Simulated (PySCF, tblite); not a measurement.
Isomers of C4H7Si (doublet state). Computed with GFN2-xTB (tblite): harmonic, unscaled wavenumbers at the GFN2-xTB geometry, gas phase. Errors from tens to a few hundred cm⁻¹ against measured bands are possible. Modes of hydrogen on silicon can be 10 to 20 % off. One conformer each. Open shells enter through the occupations alone, without spin polarisation, and single modes of such species can be off by tens of per cent.

Electronic energies: B3LYP/pcH-1 single points on the GFN2-xTB geometries (PySCF, gas phase).

| SMILES | electronic energy, lowest = 0 (kJ/mol) |
| --- | --- |
| C#C[Si](C)C | 0.0 |
| [CH2]C#CC[SiH3] | 74.3 |
| [SiH3]C1=C[CH]C1 | 83.8 |
| [SiH3]C1=[C]CC1 | 175.9 |

**Question.** How do GFN2-xTB zero-point energies change the relative energies?

**Answer.** 
```csv
SMILES,ZPE (kJ/mol),of it from modes above 1550 cm⁻¹,electronic (kJ/mol),"with ZPE, lowest = 0 (kJ/mol)",lowest mode (cm⁻¹),rings
C#C[Si](C)C,240.4,141.5,0.0,0.0,95,0
[CH2]C#CC[SiH3],217.2,126.4,74.3,51.1,87,0
[SiH3]C1=C[CH]C1,225.5,113.0,83.8,68.9,24,1
[SiH3]C1=[C]CC1,227.6,121.8,175.9,163.0,69,1
```

The zero-point energies span 23.2 kJ/mol, from `[CH2]C#CC[SiH3]` to `C#C[Si](C)C`. The order is unchanged.

**Question.** And how do the electronic energies of GFN2-xTB itself compare?

**Answer.** `C#C[Si](C)C` 80.0; `[CH2]C#CC[SiH3]` 27.2; `[SiH3]C1=C[CH]C1` 0.0; `[SiH3]C1=[C]CC1` 100.7 kJ/mol, lowest = 0. Against the energies above, taken from the same isomer `C#C[Si](C)C`, the largest difference is 163.8 kJ/mol.
